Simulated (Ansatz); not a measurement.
Reaction (cleavage of the Al–Zn bond): `[OH][AlH][Zn][F]` + `N[SiH3]` → `[OH][AlH][NH][SiH3]` + `[F][ZnH]`

Computed with Ansatz on PBE0-D4/def2-TZVP structures; ΔE is electronic, products minus reactants. CCSD(T)/CBS is the MP2 limit (def2-TZVPP, def2-QZVPP) plus CCSD(T) − MP2 in def2-TZVPP, frozen cores. This one scheme is used for every species. Functionals use def2-TZVPP. For Zn outer-core shells are correlated without core-valence functions, which leaves a few kJ/mol of doubt a bond. Scalar relativity is left out up to krypton. Each species was taken in one conformer, which may not be the lowest.

`[OH][AlH][Zn][F]`:

```xyz
6

O     0.705    0.807   -1.378
Al   -0.101   -0.406   -0.506
Zn   -0.348    0.095    1.874
F    -0.531    0.451    3.599
H     0.879    0.759   -2.318
H    -0.604   -1.706   -1.271
```

`N[SiH3]`:

Cartesian coordinates in Å:
```
N -1.063 -0.058 0.061
Si 0.639 0.128 -0.099
H -1.502 0.114 0.952
H -1.531 -0.806 -0.426
H 1.011 1.443 0.483
H 1.476 -0.909 0.576
H 0.969 0.088 -1.547
```

`[OH][AlH][NH][SiH3]`:

Cartesian coordinates in Å:
```
O 0.352 1.347 -1.758
Al -0.974 0.674 -0.948
N -0.626 -0.367 0.447
Si 0.877 -0.837 1.157
H 0.273 1.920 -2.518
H -2.466 0.942 -1.389
H -1.441 -0.752 0.907
H 1.970 -0.202 0.381
H 1.060 -2.317 1.139
H 0.976 -0.408 2.581
```

`[F][ZnH]`:

Cartesian coordinates in Å:
```
F 1.427 -0.860 -0.091
Zn -0.069 0.042 0.004
H -1.358 0.818 0.086
```

```csv
level,ΔE (kJ/mol)
BLYP-D4,-57.4
PBE0-D4,-52.9
revPBE,-40.6
BLYP,-48.3
PBE0,-49.1
r2SCAN0,-62.4
RPA@PBE/def2-TZVPP,-70.5
CCSD(T)/def2-TZVPP,-68.5
```

**Question.** What does CCSD(T)/CBS give? (An estimate is asked.)

**Answer.** Computed: -61.4 kJ/mol. The listed levels differ from it by 4.0, 8.5, 20.8, 13.1, 12.3, -1.0, -9.1, -7.1 kJ/mol.

Largest T1 diagnostic among the species: 0.018.

From PBE to PBE0 (25 % exact exchange), in def2-TZVPP and without D4, ΔE moves by −5.2 kJ/mol. The D4 term adds −6.9 kJ/mol with B3LYP and −3.8 kJ/mol with PBE0; it sums over pairs of atoms, weighted by their polarisabilities, and B3LYP, whose exchange is more repulsive, gets the larger term.

B3LYP here is the variant with VWN-RPA as its local correlation; programs differ in this.
